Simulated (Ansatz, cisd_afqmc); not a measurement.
Species: Sb, charge 1, triplet.

Total energies in def2-TZVPPD, 4 correlated electrons, 9 frozen orbitals. UHF or UKS for unpaired electrons; spin-orbit terms are left out. Correlated methods leave the cores frozen (noble-gas shells, and filled d and f shells in the p block). Past Kr the def2 sets carry scalar-relativistic core potentials. The Monte Carlo rows (phaseless AFQMC, CISD trial, step 0.005/hartree) carry one-sigma bars that omit the constraint's bias. Outlying blocks are dropped, and bars are widened where a walk drifts. Over all cases where full CI ran beside it in this data, AFQMC minus full CI had a median of +0.1 mEh and passed +0.4 mEh in a tenth of the cases. Spin-orbit terms, left out, reach several kcal/mol for Br and I, and more for heavier atoms.

| method | program | energy (Eh) | minus CCSDTQ (mEh) |
|---|---|---|---|
| HF | Ansatz | -238.96199 | 60.78 |
| MP2 | Ansatz | -239.00776 | 15.01 |
| CCSD | Ansatz | -239.02094 | 1.83 |
| CCSD(T) | Ansatz | -239.02233 | 0.43 |
| CCSDT(Q) | Ansatz | -239.02276 | 0.01 |
| CCSDTQ | Ansatz | -239.02277 | 0.00 |
| AFQMC/CISD | cisd_afqmc | -239.0226 ± 0.0001 | 0.1 ± 0.1 |

Ansatz is a quantum-chemistry and plane-wave program.
